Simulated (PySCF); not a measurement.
Species: F2GeH3P.
Atom-mapped SMILES: `[F:1][P:2]([F:3])[GeH3:4]` (hydrogens: H5, H6, H7 on Ge4)

Method: PBE0-D3(BJ)/def2-SVP geometry optimisation, gas phase in PySCF 2.14.0; density fitting, grid level 1; the optimiser is geomeTRIC in internal coordinates, started from a GFN2-xTB structure with every atom displaced at random (about 0.01 Å).

Step 0: E = -71260.2591 eV
```
atom  x, y, z in Å  |  force x, y, z in eV/Å
F1      1.8170   -1.2489   -0.4374   -0.607   0.499  -0.607
P2      1.0966    0.0800   -1.1175    0.888  -0.887   0.607
F3      1.8817    1.1317   -0.1736    0.003   0.463  -0.085
Ge4    -0.8148    0.0142    0.2038   -0.559   0.066  -0.400
H5     -0.5770   -0.1748    1.6556    0.492  -0.110   0.965
H6     -1.6411    1.2803    0.0468   -0.035   0.425  -0.173
H7     -1.7285   -1.1120   -0.2272   -0.182  -0.457  -0.307
```

Step 1: E = -71260.3720 eV
```
atom  x, y, z in Å  |  force x, y, z in eV/Å
F1      1.6650   -1.2765   -0.3884    0.241  -0.146   0.012
P2      1.1329    0.0799   -1.0971   -0.143   0.257   0.196
F3      1.8715    1.1806   -0.1473   -0.052  -0.188  -0.142
Ge4    -0.8526    0.0227    0.1812   -0.113   0.021   0.100
H5     -0.4056   -0.1787    1.6492   -0.059   0.039  -0.184
H6     -1.6720    1.3221    0.0347    0.062  -0.059   0.000
H7     -1.7051   -1.1796   -0.2817    0.064   0.076   0.018
```

Question: Estimate the geometry and energy of step 2. (The exact step hangs on the optimiser's Hessian estimate; all steps are aligned on step 1, rigid shifts and turns removed.)

Answer: E = -71260.3830 eV, largest force 0.102 eV/Å
```
atom  x, y, z in Å  |  force x, y, z in eV/Å
F1      1.7138   -1.2794   -0.4117    0.008   0.035  -0.020
P2      1.1228    0.0761   -1.0862    0.009   0.047   0.049
F3      1.8753    1.1701   -0.1480   -0.048  -0.077  -0.046
Ge4    -0.8647    0.0235    0.1892    0.017  -0.029   0.040
H5     -0.4272   -0.1697    1.6490   -0.025   0.009   0.015
H6     -1.6725    1.3229    0.0332    0.035   0.013  -0.028
H7     -1.7136   -1.1728   -0.2748    0.003   0.002  -0.011
```

The energy changes by -0.0111 eV. The first-order estimate −F·Δx gives -0.0203 eV and the mean of the old and new forces, exact on a quadratic surface, -0.0113 eV. The step makes an angle of 58° with the force vector and moves no atom by more than 0.054 Å.

What follows is the cost of the whole optimisation. The run took 19 s on Arm Neoverse V1, one thread, on a shared host, and the process peaked at 0.39 GiB of memory.
